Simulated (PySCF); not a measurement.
# MnF₃: from structure and modes to constants

Method: PySCF, UB3LYP, basis Mn def2-SVP, F def2-SVP (no relativity, density fitting).

The quintet minimum has C2v symmetry. Masses (u): Mn 54.93805, F 18.99840.

```xyz
4
charge 0 multiplicity 5, angstrom
Mn    0.0000    0.0000   -0.1244
F     0.0000    0.0000    1.5952
F     1.6714    0.0000   -0.6092
F    -1.6714    0.0000   -0.6092
```

Harmonic wavenumbers (cm⁻¹): 180.2 (b2, ×1), 189.2 (b1, ×1), 202.1 (a1, ×1), 651.9 (a1, ×1), 729.8 (a1, ×1), 780.0 (b2, ×1).

**Question.** Find the principal moments of inertia and the rotational constants. What kind of rotor is it?

**Answer.** About the centre of mass I = 63.296, 106.14, 169.44 u Å². With B = 16.8576/I this gives 0.2663, 0.1588, 0.09949 cm⁻¹. The molecule is an asymmetric top with κ = -0.29.

**Question.** Find the vibrational entropy and heat capacity at 298.15 K.

**Answer.** With u = 1.43878 ω/T, each mode gives S = R[u/(eᵘ−1) − ln(1−e⁻ᵘ)] and C = R u² eᵘ/(eᵘ−1)².
```
ω (cm⁻¹)      u  S (J/(mol K))  C (J/(mol K))
   180.2  0.870           9.73           7.81
   189.2  0.913           9.35           7.76
   202.1  0.975           8.84           7.69
   651.9  3.146           1.54           3.87
   729.8  3.522           1.14           3.24
   780.0  3.764           0.94           2.86
```
The sums over all modes are S = 31.6 and C = 33.2 J/(mol K); the softest mode gives 31 % of the entropy.

**Question.** Give the standard entropy (298.15 K, 1 bar) by its translational, rotational, vibrational and spin parts, and Cp.

**Answer.** Sackur–Tetrode with M = 111.93 u gives 167.7; rotation with symmetry number 2 gives 100.7; vibration 31.6; spin R ln 5 = 13.4. The total is 313.4 J/(mol K), and Cp = 4 R + 33.2 = 66.5 J/(mol K).

Only a few start shapes were tried, so a lower isomer may exist. Open d and f shells are described by one determinant, and the ground state may have another occupation or spin.
